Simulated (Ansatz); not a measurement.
GeS3⁻. Charge -1, multiplicity 2. Geometry PBE0-D4/def2-SVPD.

```csv
atom,x (Å),y (Å),z (Å)
Ge1,-1.6119,-0.0044,0.1825
S2,0.2446,-0.5263,-1.4226
S3,-0.6910,0.6999,1.9226
S4,2.0583,-0.1691,-0.6825
```

Another isomer (doublet) lies 0.70 eV lower at PBE0-D4/def2-TZVPD; other spin states weren't run for this one.

Q: Estimate the α-spin orbital energies around the gap (eV) in Ansatz with PBE-D4/def2-TZVPD, r2SCAN-D4/def2-TZVPD, PBE0-D4/def2-TZVPD, BHLYP-D4/def2-TZVPD, ωB97X-V/def2-TZVPD.

A: 
```json
{"orbital": "HOMO−9", "PBE-D4/def2-TZVPD": "-10.75", "r2SCAN-D4/def2-TZVPD": "-11.46", "PBE0-D4/def2-TZVPD": "-12.86", "BHLYP-D4/def2-TZVPD": "-14.79", "ωB97X-V/def2-TZVPD": "-15.67"}
{"orbital": "HOMO−8", "PBE-D4/def2-TZVPD": "-6.74", "r2SCAN-D4/def2-TZVPD": "-7.12", "PBE0-D4/def2-TZVPD": "-8.21", "BHLYP-D4/def2-TZVPD": "-9.52", "ωB97X-V/def2-TZVPD": "-10.85"}
{"orbital": "HOMO−7", "PBE-D4/def2-TZVPD": "-4.82", "r2SCAN-D4/def2-TZVPD": "-5.17", "PBE0-D4/def2-TZVPD": "-6.07", "BHLYP-D4/def2-TZVPD": "-7.13", "ωB97X-V/def2-TZVPD": "-8.34"}
{"orbital": "HOMO−6", "PBE-D4/def2-TZVPD": "-4.14", "r2SCAN-D4/def2-TZVPD": "-4.57", "PBE0-D4/def2-TZVPD": "-5.59", "BHLYP-D4/def2-TZVPD": "-6.82", "ωB97X-V/def2-TZVPD": "-8.08"}
{"orbital": "HOMO−5", "PBE-D4/def2-TZVPD": "-3.82", "r2SCAN-D4/def2-TZVPD": "-4.16", "PBE0-D4/def2-TZVPD": "-5.15", "BHLYP-D4/def2-TZVPD": "-6.29", "ωB97X-V/def2-TZVPD": "-7.64"}
{"orbital": "HOMO−4", "PBE-D4/def2-TZVPD": "-1.99", "r2SCAN-D4/def2-TZVPD": "-2.25", "PBE0-D4/def2-TZVPD": "-3.02", "BHLYP-D4/def2-TZVPD": "-3.95", "ωB97X-V/def2-TZVPD": "-5.24"}
{"orbital": "HOMO−3", "PBE-D4/def2-TZVPD": "-1.96", "r2SCAN-D4/def2-TZVPD": "-2.21", "PBE0-D4/def2-TZVPD": "-3.02", "BHLYP-D4/def2-TZVPD": "-3.90", "ωB97X-V/def2-TZVPD": "-5.22"}
{"orbital": "HOMO−2", "PBE-D4/def2-TZVPD": "-1.38", "r2SCAN-D4/def2-TZVPD": "-1.62", "PBE0-D4/def2-TZVPD": "-2.50", "BHLYP-D4/def2-TZVPD": "-3.46", "ωB97X-V/def2-TZVPD": "-4.75"}
{"orbital": "HOMO−1", "PBE-D4/def2-TZVPD": "-1.21", "r2SCAN-D4/def2-TZVPD": "-1.53", "PBE0-D4/def2-TZVPD": "-2.37", "BHLYP-D4/def2-TZVPD": "-3.34", "ωB97X-V/def2-TZVPD": "-4.53"}
{"orbital": "HOMO", "PBE-D4/def2-TZVPD": "-0.59", "r2SCAN-D4/def2-TZVPD": "-0.78", "PBE0-D4/def2-TZVPD": "-1.57", "BHLYP-D4/def2-TZVPD": "-2.44", "ωB97X-V/def2-TZVPD": "-3.66"}
{"orbital": "LUMO", "PBE-D4/def2-TZVPD": "1.53", "r2SCAN-D4/def2-TZVPD": "1.59", "PBE0-D4/def2-TZVPD": "2.21", "BHLYP-D4/def2-TZVPD": "2.98", "ωB97X-V/def2-TZVPD": "4.03"}
{"orbital": "LUMO+1", "PBE-D4/def2-TZVPD": "2.33", "r2SCAN-D4/def2-TZVPD": "2.62", "PBE0-D4/def2-TZVPD": "2.96", "BHLYP-D4/def2-TZVPD": "3.42", "ωB97X-V/def2-TZVPD": "4.14"}
{"orbital": "LUMO+2", "PBE-D4/def2-TZVPD": "3.03", "r2SCAN-D4/def2-TZVPD": "3.40", "PBE0-D4/def2-TZVPD": "3.54", "BHLYP-D4/def2-TZVPD": "3.81", "ωB97X-V/def2-TZVPD": "4.50"}
{"orbital": "LUMO+3", "PBE-D4/def2-TZVPD": "3.16", "r2SCAN-D4/def2-TZVPD": "3.74", "PBE0-D4/def2-TZVPD": "3.63", "BHLYP-D4/def2-TZVPD": "4.03", "ωB97X-V/def2-TZVPD": "4.72"}
{"orbital": "LUMO+4", "PBE-D4/def2-TZVPD": "3.38", "r2SCAN-D4/def2-TZVPD": "3.95", "PBE0-D4/def2-TZVPD": "3.79", "BHLYP-D4/def2-TZVPD": "4.18", "ωB97X-V/def2-TZVPD": "5.05"}
{"orbital": "LUMO+5", "PBE-D4/def2-TZVPD": "3.73", "r2SCAN-D4/def2-TZVPD": "4.10", "PBE0-D4/def2-TZVPD": "4.23", "BHLYP-D4/def2-TZVPD": "4.59", "ωB97X-V/def2-TZVPD": "5.33"}
{"orbital": "β HOMO", "PBE-D4/def2-TZVPD": "-0.48", "r2SCAN-D4/def2-TZVPD": "-0.62", "PBE0-D4/def2-TZVPD": "-1.44", "BHLYP-D4/def2-TZVPD": "-2.31", "ωB97X-V/def2-TZVPD": "-3.54"}
{"orbital": "β LUMO", "PBE-D4/def2-TZVPD": "-0.30", "r2SCAN-D4/def2-TZVPD": "-0.16", "PBE0-D4/def2-TZVPD": "0.57", "BHLYP-D4/def2-TZVPD": "1.52", "ωB97X-V/def2-TZVPD": "2.51"}
```
